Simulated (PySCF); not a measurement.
C3H5BF2, SMILES B1([C@@H](F)CC1)F. Atoms are numbered in the order given.

```xyz
11

F      1.2019     1.3939     0.7626
B      0.6539     0.5245    -0.0801
C     -0.0842     0.7219    -1.4643
C     -1.0906    -0.2978    -0.8271
C     -0.0167    -0.8915     0.1531
F     -0.4398    -1.3159     1.3959
H     -0.4714     1.7213    -1.7395
H      0.4364     0.2842    -2.3394
H     -1.5773    -1.0217    -1.5118
H     -1.8770     0.2204    -0.2413
H      0.5109    -1.7257    -0.3644
```

The structure is a stationary point at PBE-D3(BJ)/def2-SVP. The structure was generated by enumeration; whether it is a known compound was not checked.

Computed with PySCF with r2SCAN/def2-TZVP.

The molecule is in vacuum.

```yaml
total_energy: -341.85499 hartree
highest_occupied_level: -7.05 eV
lowest_empty_level: -1.42 eV
orbital_gap: 5.63 eV
dipole_moment: 0.506 e·Å
quadrupole, principal values (traceless, Buckingham form, about the centre of nuclear charge): -4.18, -0.97, 5.15 D·Å
mean_static_polarisability: 48.0 bohr³ (7.12 Å³)
polarisability_principal_values: 42.4, 50.5, 51.1 bohr³
```
